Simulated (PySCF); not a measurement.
Coordinates in bohr (charge 0 multiplicity 1):
```
Ge    0.0000   -2.1966    0.0000
Ge    2.8195    1.0983    0.0000
Ge   -2.8195    1.0983    0.0000
```

Method: PBE0/[Ge def2-TZVP], no relativity, density fitting, PySCF.

This geometry of Ge₃ is a stationary point at this level.

Question: What is the point group?

Answer: C2v.

Question: Is it a minimum?

Answer: Yes: all harmonic wavenumbers are real.

Question: List the harmonic modes with their infrared intensities.

Answer: 
```
symmetry  ω (cm⁻¹)  IR (km/mol)
      a1       109          1.0
      b2       316         15.5
      a1       317          2.6
```

Question: Give the ideal-gas entropy at 298.15 K and 1 bar by parts.

Answer: translation 176.2, rotation 113.3, vibration 24.9, spin 0.0; total 314.4 J/(mol K).

In C2v the vibrations span 2a1 + b2. Here b1 is antisymmetric to the molecular plane and b2 lies in it.

Only a few start shapes were tried, so a lower isomer may exist.
